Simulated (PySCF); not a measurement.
**Assigning NMR signals**

Geometry:
```tsv
atom	x (Å)	y (Å)	z (Å)
C1	-3.077	-1.589	-0.596
C2	-2.332	-1.501	0.498
C3	-1.222	-0.562	0.656
C4	-0.531	-0.475	1.794
O5	-0.978	0.208	-0.425
Si6	0.116	1.335	-0.838
C7	1.828	0.611	-1.233
Si8	2.830	-0.131	0.200
H9	-2.892	-0.954	-1.446
H10	-3.891	-2.287	-0.675
H11	-2.521	-2.132	1.354
H12	-0.765	-1.105	2.631
H13	0.277	0.225	1.910
H14	-0.548	1.834	-2.039
H15	0.248	2.375	0.188
H16	1.713	-0.157	-2.000
H17	2.420	1.403	-1.692
H18	2.911	0.824	1.311
H19	4.192	-0.418	-0.263
H20	2.214	-1.376	0.662
```

Theoretical values (PySCF 2.14.0 with density-fitted response routines): GFN2-xTB geometry, NMR shieldings at PBE0/pcSseg-1/GIAO. Equivalent nuclei averaged, non-relativistic, no solvent model, one conformer.

δ = σ(ref) − σ, references computed at the same level: $^{13}$C (σ = 186.93 ppm) and $^{1}$H (σ = 31.72 ppm) vs TMS.

Task: Assign these signals to the numbered atoms. $^{13}$C{$^{1}$H} NMR (computed): δ 164.0, 141.4, 123.6, 99.3, -5.6.

Result: 
| δ (ppm) | atoms | environment | reason |
| --- | --- | --- | --- |
| 164.0 | C3 | alkene carbon bearing oxygen | an sp2 carbon further deshielded by the attached heteroatom |
| 141.4 | C2 | alkene CH | the olefinic region |
| 123.6 | C1 | terminal =CH2 carbon | the olefinic region |
| 99.3 | C4 | β carbon of an enol-ether or enamine type C=C | the O or N lone pair pushes π density onto this β carbon and shields it |
| -5.6 | C7 | sp3 CH2 bonded to 2 Si | an electropositive neighbour leaves it electron-rich and shielded |

Task: Assign these signals to the numbered atoms. $^{1}$H NMR (600 MHz, computed): δ 6.33 (m, 1H), 6.03 (m, 1H), 5.56 (m, 1H), 5.28 (t, 2H), 4.56 (br s, 1H), 4.35 (br s, 1H), 4.18 (t, 3H), -0.09 (m, 2H).

Result: 
| δ (ppm) | atoms | environment | reason |
| --- | --- | --- | --- |
| 6.33 | H11 | hydrogen on an alkene CH | olefinic region |
| 6.03 | H9 | hydrogen on a terminal =CH2 carbon | attached to an sp2 carbon and in the plane of the double bond |
| 5.56 | H10 | hydrogen on a terminal =CH2 carbon | – |
| 5.28 | H14/H15 | hydrogen on a silicon bonded to C, O | – |
| 4.56 | H12 | hydrogen on a β carbon of an enol-ether or enamine type C=C | lone-pair donation from O or N shields it, upfield of ordinary alkene protons |
| 4.35 | H13 | hydrogen on a β carbon of an enol-ether or enamine type C=C | – |
| 4.18 | H18/H19/H20 | hydrogen on a silicon bonded to C | – |
| -0.09 | H16/H17 | hydrogen on an sp3 CH2 bonded to 2 Si | an electropositive neighbour shields it, as in TMS itself |

Shifts are as computed. Against solution values, carbons near 30 ppm lie about +3 ppm off and those near 130 ppm about +5 ppm. Of 1211 compounds with measured shifts, 218 miss one by over three times the rms of a fit or turn the order of signals round; such compounds aren't used in these exercises. No couplings were computed; multiplicities are counted from neighbouring protons, with m where these are inequivalent, close in shift, in a saturated or five-membered ring or joined by F or P, and br s for small geminal =CH2 splittings.
